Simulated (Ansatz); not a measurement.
Ansatz (a program for electronic structure) input (B3LYP/def2-TZVPD):

Ansatz 0.2 input:
```yaml
crystal:
  periodic: [false, false, false]
  atoms:
    - {symbol: C, position_ang: [0.04048573, 2.21708120, -0.44017144]}
    - {symbol: Ge, position_ang: [-0.13406580, 0.49949733, 0.48579285]}
    - {symbol: C, position_ang: [1.20790116, 0.26122781, 1.89303299]}
    - {symbol: C, position_ang: [-1.95790494, 0.16518674, 1.11810583]}
    - {symbol: C, position_ang: [0.24871990, -0.92667127, -0.90124662]}
    - {symbol: F, position_ang: [-0.61663802, -0.87857411, -1.94767970]}
    - {symbol: F, position_ang: [0.16203951, -2.18314749, -0.39140949]}
    - {symbol: F, position_ang: [1.49498566, -0.81451378, -1.43079570]}
    - {symbol: H, position_ang: [1.04741694, 2.33004479, -0.84080691]}
    - {symbol: H, position_ang: [-0.15381650, 3.03680164, 0.25201794]}
    - {symbol: H, position_ang: [-0.67252655, 2.27786685, -1.26181529]}
    - {symbol: H, position_ang: [2.21048371, 0.38147701, 1.48370626]}
    - {symbol: H, position_ang: [1.06082783, 1.00182235, 2.67961435]}
    - {symbol: H, position_ang: [1.12478266, -0.73329201, 2.33029913]}
    - {symbol: H, position_ang: [-2.02923070, -0.82897532, 1.55825860]}
    - {symbol: H, position_ang: [-2.66347314, 0.23361577, 0.29065735]}
    - {symbol: H, position_ang: [-2.23305394, 0.90189585, 1.87333679]}
basis:
  gaussian:
    orbitals: def2-TZVPD
hamiltonian:
  xc: {name: B3LYP}
magnetization: {spin_polarized: true, initial_magnetization: 2}
```

Output:

```
Functional definition: B3LYP
integrals: 0.70 GiB planned
2160 factors; their error is unknown
0.62 GiB of the device are held for the grids
4.11 GiB of device memory are held for the factors and their scratch space
mean field: 4.76 GiB planned
mean field evaluation 1: about -68940.4087 eV, gradient 7.2e1 eV
mean field evaluation 2: about -68889.0460 eV, gradient 1.2e2 eV
mean field evaluation 4: about -68957.2894 eV, gradient 3.1e1 eV
mean field evaluation 8: about -68963.6019 eV, gradient 1.8e0 eV
mean field evaluation 16: about -68963.7610 eV, gradient 2.2e0 eV
mean field evaluation 32: about -68940.4087 eV, gradient 7.2e1 eV
mean field evaluation 64: about -68962.3029 eV, gradient 1.5e1 eV
mean field evaluation 96: about -68962.4983 eV, gradient 1.4e1 eV
mean field evaluation 128: about -68964.0489 eV, gradient 1.2e0 eV
mean field evaluation 160: about -68964.0599 eV, gradient 7.4e-2 eV
mean field -68964.07412408 eV, -2534.3829785317 hartree, gradient 9.8e-6 eV, S^2 2.003317; 7 other end points of the search recorded, 0 dependent functions left out
reference -68964.07446028 eV, -2534.3829908866 hartree; 47, 45 occupied and 356, 358 virtual orbitals, 2160 factors
Total energy: -68964.07446028 eV, -2534.3829908866 hartree
```

This state (charge 0, triplet) is run at the relaxed geometry of the species with charge 0 and multiplicity 1, and is a spin state other than that species' own.
